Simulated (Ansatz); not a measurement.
`C[Si](C)(C)[Ga]([Cl])[Cl]`, relaxed with RKS PBE0-D4/def2-TZVP in Ansatz from a GFN2-xTB geometry. The force threshold is 0.005 eV/Å; the program also tests the step.

Total charge 0; spin multiplicity 1.

Start:

```xyz
16

C     0.595    0.838    1.664
Si    0.041   -0.099    0.088
C     1.478   -1.067   -0.718
C    -1.478   -1.216    0.427
Ga   -0.655    1.598   -1.525
Cl   -2.134    3.091   -1.154
Cl    0.111    1.822   -3.503
H     1.473    1.446    1.458
H    -0.197    1.504    1.999
H     0.835    0.165    2.482
H     1.135   -1.576   -1.616
H     1.903   -1.811   -0.052
H     2.273   -0.386   -1.015
H    -1.781   -1.733   -0.481
H    -1.280   -1.963    1.189
H    -2.320   -0.612    0.759
```

Task: By how much does the energy fall, and how many steps does the optimiser take? (Estimate.)

Result: The calculation gave: 7.58 kJ/mol, in 6 steps, 1 of them rejected.

Task: Which bonds change most? (Estimate.)

Result: The calculation gave: C1–Si2 from 1.915 to 1.874 Å; Si2–C4 from 1.915 to 1.874 Å; Si2–C3 from 1.912 to 1.871 Å; Si2–Ga5 from 2.443 to 2.412 Å.

Task: Give the relaxed structure. (Estimate.)

Result: Ansatz gave: 
```xyz
16

C     0.579    0.822    1.612
Si    0.041   -0.074    0.057
C     1.450   -1.057   -0.686
C    -1.438   -1.169    0.410
Ga   -0.658    1.595   -1.537
Cl   -2.171    3.073   -1.104
Cl    0.112    1.806   -3.540
H     1.445    1.463    1.430
H    -0.226    1.443    2.011
H     0.857    0.095    2.382
H     1.144   -1.552   -1.610
H     1.783   -1.826    0.017
H     2.304   -0.416   -0.917
H    -1.772   -1.698   -0.485
H    -1.172   -1.918    1.162
H    -2.279   -0.588    0.796
```
